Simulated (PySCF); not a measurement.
PySCF input for Si(Me)(SH)3 (CH6S3Si), SMILES C[Si](S)(S)S, PBE/pcSseg-1. Geometry optimised at r2SCAN-D4/def2-SVP. The values are those of a single conformer.

```python
import numpy as np
from pyscf import gto, scf, dft
from pyscf.prop.nmr import rks as nmr

mol = gto.M(
    atom='''
    C    -2.13621706   -0.13271151   -0.04695879
    Si   -0.27350899   -0.02228000   -0.00629376
    S     0.42618077   -1.73069445   -1.10305291
    S     0.52488827    1.71876784   -0.98202379
    S     0.46213048    0.09861782    2.01686834
    H    -2.58298467    0.73688949    0.45949893
    H    -2.49191626   -0.14992994   -1.08948411
    H    -2.48910975   -1.04766925    0.45620614
    H     1.73306265   -1.48086302   -0.86194221
    H     0.19202240    2.56492431    0.02141097
    H    -0.32583853   -0.90222216    2.47550963
    ''',
    basis='pcSseg-1',
    charge=0,
    spin=0,
    max_memory=1600,
    verbose=3,
)
mf = dft.RKS(mol, xc='pbe')
mf.grids.level = 3
mf.conv_tol = 1e-10
mf.max_cycle = 100
mf.kernel()
n = nmr.NMR(mf)
n.verbose = 2
n.max_cycle_cphf = 60
sigma = n.kernel()
print('atom   isotropic/ppm   span/ppm')
for i, s in enumerate(sigma):
    w = np.linalg.eigvalsh((s + s.T) / 2)
    print(f'{mol.atom_symbol(i):2s}{i + 1:3d} {w.mean():14.3f} {w[2] - w[0]:11.3f}')
```

Program output:

```
converged SCF energy = -1525.11170952976
atom   isotropic/ppm   span/ppm
C   1        166.629      29.011
Si  2        284.651     111.615
S   3        615.735     235.429
S   4        640.006     250.885
S   5        600.074     265.380
H   6         30.561       9.156
H   7         30.317      10.305
H   8         30.529       9.795
H   9         30.084      16.585
H  10         29.999      18.055
H  11         30.112      17.327
```

Self-consistency was reached.

Cost: roughly 23 core-seconds.
